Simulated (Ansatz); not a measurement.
Start from `CC(C)OB(N)F` and change one atom or group to get `CC(C)[O][GaH][OH]`.

Ansatz, PBE0-D4/def2-TZVP geometries, multiplicity 1. Each molecule was computed in one conformer, which needn't be the lowest.

Scalar relativity is left out up to krypton.

| property | `CC(C)OB(N)F` |
| --- | --- |
| HOMO–LUMO gap (B3LYP/def2-TZVPP) / eV | 7.94 |
| LUMO energy (ωB97M-V/def2-TZVPP) / eV | 2.20 |
| HOMO–LUMO gap (ωB97M-V/def2-TZVPP) / eV | 12.17 |
| HOMO energy (ωB97M-V/def2-TZVPP) / eV | -9.98 |
| size of the dipole moment (PBE/def2-TZVPP) / D | 0.80 |
| HOMO–LUMO gap (PBE0/def2-TZVPP) / eV | 8.53 |

Question: Give the same properties after the change, and the shifts. (An estimate is asked.)

Answer: Ansatz gave: 
| property | `CC(C)[O][GaH][OH]` | shift |
| --- | --- | --- |
| HOMO–LUMO gap (B3LYP/def2-TZVPP) / eV | 6.83 | -1.11 |
| LUMO energy (ωB97M-V/def2-TZVPP) / eV | 1.15 | -1.05 |
| HOMO–LUMO gap (ωB97M-V/def2-TZVPP) / eV | 11.41 | -0.76 |
| HOMO energy (ωB97M-V/def2-TZVPP) / eV | -10.26 | -0.28 |
| size of the dipole moment (PBE/def2-TZVPP) / D | 1.85 | 1.05 |
| HOMO–LUMO gap (PBE0/def2-TZVPP) / eV | 7.35 | -1.18 |

With PBE0 the HOMO falls by 0.25 eV and the LUMO falls by 1.44 eV, so the gap narrows by about 1.19 eV. PBE moves the HOMO by -0.23 eV and ωB97M-V by -0.28 eV. Dipoles are sizes alone; their direction can turn.

B3LYP here is the variant with VWN-RPA as its local correlation; programs differ in this.
